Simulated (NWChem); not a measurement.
All runs are NWChem calculations. System: C3H5ClSi, charge 0, spin multiplicity 1, at a geometry optimised with PBE0/def2-SVP. The structure started from a generated list of species. Level: LDA (SVWN5)/def2-TZVP.

The NWChem input:

```
start mol
memory heap 200 mb stack 800 mb global 1000 mb
geometry units angstroms nocenter noautoz noautosym
  Si    -2.461874    -0.106955    -0.686771
  C     -1.169434    -0.640582     0.569993
  C      0.115608    -0.592049     0.324560
  C      1.392141    -0.542618     0.036830
  Cl     2.379263     0.849454     0.349059
  H     -1.779235     0.346975    -1.931464
  H     -3.288703     1.002005    -0.120968
  H     -3.370261    -1.254192    -0.992746
  H     -1.499298    -1.004831     1.554528
  H      1.926375    -1.381802    -0.416857
end
basis spherical
  * library def2-tzvp
end
dft
  xc slater vwn_5
  semidirect memsize 60000000 filesize 0
  iterations 100
end
task dft energy
```

Part of the output:

```
             Northwest Computational Chemistry Package (NWChem) 7.3.0
             --------------------------------------------------------

                                NWChem Input Module
                                -------------------

 Scaling coordinates for geometry "geometry" by  1.889725989
 (inverse scale =  0.529177249)

                             Geometry "geometry" -> ""
                             -------------------------

 Output coordinates in angstroms (scale by  1.889725989 to convert to a.u.)

  No.       Tag          Charge          X              Y              Z
 ---- ---------------- ---------- -------------- -------------- --------------
    1 Si                  14.0000    -2.46187400    -0.10695500    -0.68677100
    2 C                    6.0000    -1.16943400    -0.64058200     0.56999300
    3 C                    6.0000     0.11560800    -0.59204900     0.32456000
    4 C                    6.0000     1.39214100    -0.54261800     0.03683000
    5 Cl                  17.0000     2.37926300     0.84945400     0.34905900
    6 H                    1.0000    -1.77923500     0.34697500    -1.93146400
    7 H                    1.0000    -3.28870300     1.00200500    -0.12096800
    8 H                    1.0000    -3.37026100    -1.25419200    -0.99274600
    9 H                    1.0000    -1.49929800    -1.00483100     1.55452800
   10 H                    1.0000     1.92637500    -1.38180200    -0.41685700

 Effective nuclear repulsion energy (a.u.)     227.8967623771

            Nuclear Dipole moment (a.u.)
            ----------------------------
        X                 Y               Z
 ---------------- ---------------- ----------------
     0.0000056692     0.0000170075     0.0000000000


 Summary of "ao basis" -> "" (spherical)
 ------------------------------------------------------------------------------
       Tag                 Description            Shells   Functions and Types
 ---------------- ------------------------------  ------  ---------------------
 *                         def2-tzvp                  on all atoms

                                 NWChem DFT Module
                                 -----------------

 Summary of "ao basis" -> "ao basis" (spherical)
 ------------------------------------------------------------------------------
       Tag                 Description            Shells   Functions and Types
 ---------------- ------------------------------  ------  ---------------------
 Si                        def2-tzvp                13       37   5s5p2d1f
 C                         def2-tzvp                11       31   5s3p2d1f
 Cl                        def2-tzvp                13       37   5s5p2d1f
 H                         def2-tzvp                 4        6   3s1p

 Summary of "ao basis" -> "ao basis" (spherical)
 ------------------------------------------------------------------------------
       Tag                 Description            Shells   Functions and Types
 ---------------- ------------------------------  ------  ---------------------
 Si                        def2-tzvp                13       37   5s5p2d1f
 C                         def2-tzvp                11       31   5s3p2d1f
 Cl                        def2-tzvp                13       37   5s5p2d1f
 H                         def2-tzvp                 4        6   3s1p

            General Information
            -------------------
          SCF calculation type: DFT
          Wavefunction type:  closed shell.
          No. of atoms     :    10
          No. of electrons :    54
           Alpha electrons :    27
            Beta electrons :    27
          Charge           :     0
          Spin multiplicity:     1
          Use of symmetry is: off; symmetry adaption is: off
          Maximum number of iterations: 100
          AO basis - number of functions:   197
                     number of shells:    79
          Convergence on energy requested:  1.00D-06
          Convergence on density requested:  1.00D-05
          Convergence on gradient requested:  5.00D-04

              XC Information
              --------------
                        Slater Exchange Functional  1.000 local
                      VWN V Correlation Functional  1.000 local

             Grid Information
             ----------------
          Grid used for XC integration:  medium
          Radial quadrature: Mura-Knowles
          Angular quadrature: Lebedev.
          Tag              B.-S. Rad. Rad. Pts. Rad. Cut. Ang. Pts.
          ---              ---------- --------- --------- ---------
          Si                  1.10       88          12.0       590
          C                   0.70       49          13.0       434
          Cl                  1.00       88          15.0       590
          H                   0.35       45          14.0       434
          Grid pruning is: on
          Number of quadrature shells:   548
          Spatial weights used:  Erf1

          Convergence Information
          -----------------------
          Convergence aids based upon iterative change in
          total energy or number of iterations.
          Levelshifting, if invoked, occurs when the
          HOMO/LUMO gap drops below (HL_TOL):  1.00D-02
          DIIS, if invoked, will attempt to extrapolate
          using up to (NFOCK): 10 stored Fock matrices.

                    Damping( 0%)  Levelshifting(0.5)       DIIS
                  --------------- ------------------- ---------------
          dE  on:    start            ASAP                start
          dE off:    2 iters        100 iters           100 iters

      Screening Tolerance Information
      -------------------------------
          Density screening/tol_rho:  1.00D-10
          AO Gaussian exp screening on grid/accAOfunc:  14
          CD Gaussian exp screening on grid/accCDfunc:  20
          XC Gaussian exp screening on grid/accXCfunc:  20
          Schwarz screening/accCoul:  1.00D-08

      Superposition of Atomic Density Guess
      -------------------------------------

 Sum of atomic energies:        -863.82612971

      Non-variational initial energy
      ------------------------------

 Total energy =    -866.104407
 1-e energy   =   -1642.414008
 2-e energy   =     548.412838
 HOMO         =      -0.325255
 LUMO         =      -0.260098

------------------------------------------------------------
EAF file 0: "./mol.aoints.0" size=524288 bytes
------------------------------------------------------------
               write      read    awrite     aread      wait
               -----      ----    ------     -----      ----
     calls:        1         0         0         0         0
   data(b): 5.24e+05  0.00e+00  0.00e+00  0.00e+00
   time(s): 0.00e+00  0.00e+00  0.00e+00  0.00e+00  0.00e+00
rate(mb/s): 0.00e+00  0.00e+00
------------------------------------------------------------

   convergence    iter        energy       DeltaE   RMS-Dens  Diis-err    time
 ---------------- ----- ----------------- --------- --------- ---------  ------
 d= 0,ls=0.0,diis     1   -857.8402412039 -1.09D+03  1.39D+02  2.84D+01    19.3
 d= 0,ls=0.0,diis     2   -862.0679593277 -4.23D+00  4.47D-02  9.14D+00    26.8
 d= 0,ls=0.0,diis     3   -859.1935524539  2.87D+00  4.41D-02  1.92D+01    34.1
 d= 0,ls=0.0,diis     4   -863.1180427091 -3.92D+00  5.37D-03  1.09D+00    41.7
 d= 0,ls=0.0,diis     5   -863.1487353467 -3.07D-02  3.17D-03  1.06D+00    49.2
 d= 0,ls=0.0,diis     6   -863.2690967478 -1.20D-01  1.67D-03  1.04D-01    57.4
  Resetting Diis
 d= 0,ls=0.0,diis     7   -863.2820654904 -1.30D-02  4.34D-04  5.17D-03    65.3
 d= 0,ls=0.0,diis     8   -863.2824435278 -3.78D-04  5.10D-04  2.41D-03    73.3
 d= 0,ls=0.0,diis     9   -863.2810723812  1.37D-03  3.62D-04  1.14D-02    80.0
 d= 0,ls=0.0,diis    10   -863.2827755987 -1.70D-03  5.94D-05  3.41D-04    87.5
 d= 0,ls=0.0,diis    11   -863.2828235528 -4.80D-05  1.29D-05  1.20D-05    95.5
 d= 0,ls=0.0,diis    12   -863.2828251019 -1.55D-06  3.00D-06  8.15D-07   103.3
 d= 0,ls=0.0,diis    13   -863.2828251907 -8.88D-08  1.38D-06  1.02D-07   111.1

         Total DFT energy =     -863.282825190735
      One electron energy =    -1646.140768386584
           Coulomb energy =      618.334245372001
    Exchange-Corr. energy =      -63.373064553300
 Nuclear repulsion energy =      227.896762377148

 Numeric. integr. density =       53.999985557566

     Total iterative time =    109.1s

                       DFT Final Molecular Orbital Analysis
                       ------------------------------------

 Vector   25  Occ=2.000000D+00  E=-2.811220D-01
              MO Center=  2.2D+00,  6.4D-01,  2.9D-01, r^2= 1.9D+00
   Bfn.  Coefficient  Atom+Function         Bfn.  Coefficient  Atom+Function
  ----- ------------  ---------------      ----- ------------  ---------------
   145      0.381582   5 Cl px              146     -0.275416   5 Cl py
   148      0.269527   5 Cl px              147     -0.193591   5 Cl pz
   142      0.191270   5 Cl px              149     -0.190312   5 Cl py
   136     -0.154686   5 Cl px              143     -0.140125   5 Cl py
   150     -0.134926   5 Cl pz              104     -0.129883   4 C  s

 Vector   26  Occ=2.000000D+00  E=-2.677769D-01
              MO Center= -7.5D-01, -4.3D-01,  2.2D-01, r^2= 4.0D+00
   Bfn.  Coefficient  Atom+Function         Bfn.  Coefficient  Atom+Function
  ----- ------------  ---------------      ----- ------------  ---------------
    44      0.254329   2 C  py               75      0.243559   3 C  py
    47      0.210175   2 C  py               78      0.198213   3 C  py
   145      0.151116   5 Cl px               50      0.138746   2 C  py
    81      0.108526   3 C  py              175     -0.107751   7 H  s
   181      0.108122   8 H  s               148      0.103734   5 Cl px

 Vector   27  Occ=2.000000D+00  E=-2.275085D-01
              MO Center=  9.1D-01, -1.1D-01,  2.5D-01, r^2= 3.9D+00
   Bfn.  Coefficient  Atom+Function         Bfn.  Coefficient  Atom+Function
  ----- ------------  ---------------      ----- ------------  ---------------
   147      0.286177   5 Cl pz              150      0.243101   5 Cl pz
   107     -0.225750   4 C  pz               76     -0.215524   3 C  pz
   110     -0.189811   4 C  pz               79     -0.179103   3 C  pz
   144      0.149604   5 Cl pz              113     -0.129577   4 C  pz
   138     -0.117014   5 Cl pz              146     -0.111369   5 Cl py

 Vector   28  Occ=0.000000D+00  E=-8.529273D-02
              MO Center= -4.4D-02, -3.4D-01,  2.9D-01, r^2= 4.5D+00
   Bfn.  Coefficient  Atom+Function         Bfn.  Coefficient  Atom+Function
  ----- ------------  ---------------      ----- ------------  ---------------
    50      0.365518   2 C  py               81     -0.355180   3 C  py
    75     -0.266826   3 C  py              103     -0.242742   4 C  s
    44      0.239902   2 C  py              135      0.231240   5 Cl s
    78     -0.225283   3 C  py              149     -0.222072   5 Cl py
    47      0.211709   2 C  py              148     -0.204666   5 Cl px

 Vector   29  Occ=0.000000D+00  E=-4.800165D-02
              MO Center=  1.3D-01, -4.5D-01,  1.6D-01, r^2= 4.9D+00
   Bfn.  Coefficient  Atom+Function         Bfn.  Coefficient  Atom+Function
  ----- ------------  ---------------      ----- ------------  ---------------
     5      0.465997   1 Si s               113     -0.466291   4 C  pz
    82      0.443370   3 C  pz              188     -0.415727   9 H  s
    76      0.286929   3 C  pz              107     -0.267761   4 C  pz
    18      0.253254   1 Si px              110     -0.242254   4 C  pz
    79      0.233884   3 C  pz               20      0.207844   1 Si pz

 Vector   30  Occ=0.000000D+00  E=-1.635358D-02
              MO Center= -2.2D+00, -1.8D-01, -5.5D-01, r^2= 6.4D+00
   Bfn.  Coefficient  Atom+Function         Bfn.  Coefficient  Atom+Function
  ----- ------------  ---------------      ----- ------------  ---------------
    42      1.660525   2 C  s                20     -0.884763   1 Si pz
    18     -0.816932   1 Si px              188     -0.587610   9 H  s
   176     -0.450844   7 H  s               103      0.444244   4 C  s
   170     -0.442629   6 H  s                19      0.425392   1 Si py
    41      0.412029   2 C  s               182     -0.370685   8 H  s

------------------------------------------------------------
EAF file 0: "./mol.aoints.0" size=524288 bytes
------------------------------------------------------------
               write      read    awrite     aread      wait
               -----      ----    ------     -----      ----
     calls:        1        12         0         0         0
   data(b): 5.24e+05  6.29e+06  0.00e+00  0.00e+00
   time(s): 0.00e+00  0.00e+00  0.00e+00  0.00e+00  0.00e+00
rate(mb/s): 0.00e+00  0.00e+00
------------------------------------------------------------

 center of mass
 --------------
 x =   0.18737146 y =   0.05632547 z =   0.04082783

 moments of inertia (a.u.)
 ------------------
         263.363207528206        -271.363741221350        -261.636207023520
        -271.363741221350        1670.659653243497         -17.473069336469
        -261.636207023520         -17.473069336469        1720.009102262687

     Multipole analysis of the density
     ---------------------------------

     L   x y z        total         alpha         beta         nuclear
     -   - - -        -----         -----         ----         -------
     0   0 0 0      0.000000    -27.000000    -27.000000     54.000000

     1   1 0 0     -0.397312     -0.198659     -0.198659      0.000006
     1   0 1 0     -0.419622     -0.209820     -0.209820      0.000017
     1   0 0 1      0.004833      0.002417      0.002417      0.000000

     2   2 0 0    -33.481253   -431.518686   -431.518686    829.556120
     2   1 1 0     -0.970060    -66.112646    -66.112646    131.255233
     2   1 0 1     -1.342215    -69.179765    -69.179765    137.017314
     2   0 2 0    -33.423865    -60.234550    -60.234550     87.045235
     2   0 1 1     -0.186579     -3.794874     -3.794874      7.403169
     2   0 0 2    -33.524724    -49.946589    -49.946589     66.368455

 Task  times  cpu:      111.2s     wall:      111.2s

 Total times  cpu:      111.2s     wall:      111.2s
```
